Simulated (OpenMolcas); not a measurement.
Co3+: the spin-orbit constant, worked from levels

```yaml
Program: OpenMolcas
Basis: ANO-RCC-VQZP [7s6p4d3f2g1h]
Scalar_Hamiltonian: DKH2, point nucleus
Active_space: 12 electrons in 8 orbitals (RAS1 3p, at most 2 holes; RAS2 3d)
State_averaging: 2S+1 = 5 even, 5 roots; 2S+1 = 3 even, 45 roots; 2S+1 = 1 even, 44 roots
Spin-orbit_coupling: RASSI with atomic mean-field integrals over the reference wave functions, term energies averaged over their components
```

Methods: RASSCF; MS-RASPT2, IPEA 0.25 Eh, imaginary shift 0.1 Eh (closed shells correlated: 3s). Measured levels: Sugar and Corliss, J. Phys. Chem. Ref. Data 10, 1097 (1981).

**The spin-orbit constant.** For the Hund term ⁵D of d6, E(J) = (A/2) J(J+1) + constant and ζ = -2S·A = -4A. From J = 0 to J = 4 the energy changes by 10 A.

```
   Source  E(4) - E(0)       A    ζ
   RASSCF      -1462.3  -146.2  585
MS-RASPT2      -1463.1  -146.3  585
 measured      -1493.6  -149.4  597
```

All in cm-1. MS-RASPT2 is off by -2.0 % and RASSCF by -2.1 %. Both methods take the spin-orbit matrix elements from the reference wave functions, so the second can move ζ only through the term energies and any multistate remixing. Second-order mixing with other terms is absorbed into this ζ.

Term energies are means over components that CASPT2 splits; among the terms shown or strongly mixed into the levels shown the widest spread is 10 cm-1 (3d⁶ ⁵D, MS-RASPT2). Active for correlation alone: 3p; no level in the range computed is led by a configuration that opens it, so any true level of that kind is missing. Without dynamic correlation excited terms often stand tens of per cent too high (terms of higher spin than the ground term too low), and those without a measured partner can miss by more than the paired ones (holds for RASSCF). Computed and measured levels are paired by configuration, term and J; levels that our copy of the source lacks, or whose pairing is in doubt (as where it misses far off the trend of its configuration), stay unpaired and out of the deviations. Only configurations of the active space appear.
